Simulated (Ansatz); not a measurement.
Consider the ligand exchange at the Si–C bond: `N#C[SiH2][SiH2]Cl` + H–F → `F[SiH2][SiH2]Cl` + `C#N`.

Program: Ansatz. Geometries: PBE0-D4/def2-TZVP. ΔE: electronic, gas phase. CCSD(T)/CBS adds triple-zeta CCSD(T) − MP2 to the extrapolated MP2 energy (def2 sets, frozen cores). This one scheme is used for every species. Functionals use def2-TZVPP. B3LYP here is the variant with VWN-RPA as its local correlation; programs differ in this. One conformer a species, not always the lowest.

```tsv
level	ΔE (kJ/mol)	difference from CCSD(T)/CBS
PBE-D4	-71.0	7.8
B3LYP-D4	-82.6	-3.8
ωB97M-V	-82.8	-4.0
B2PLYP	-85.1	-6.3
B3LYP	-88.0	-9.2
MP2/def2-TZVPP	-75.3	3.5
SCS-MP2/def2-TZVPP	-81.3	-2.5
CCSD/def2-TZVPP	-81.7	-2.9
CCSD(T)/def2-TZVPP	-78.0	0.8
HF/def2-QZVPP	-100.5	-21.7
CCSD(T)/CBS	-78.8	0
```

Largest T1 diagnostic among the species: 0.014.

In def2-TZVPP, CCSD(T) changes the Hartree–Fock value by +20.6 kJ/mol (the triples alone add +3.7 kJ/mol) and MP2 by +23.3 kJ/mol. The D4 term adds +5.4 kJ/mol with B3LYP and +3.1 kJ/mol with PBE0; it sums over pairs of atoms, weighted by their polarisabilities, and B3LYP, whose exchange is more repulsive, gets the larger term.

CCSD(T)/CBS has its own doubt, a few kJ/mol and more with outer-core shells, so smaller differences from it don't rank the levels.
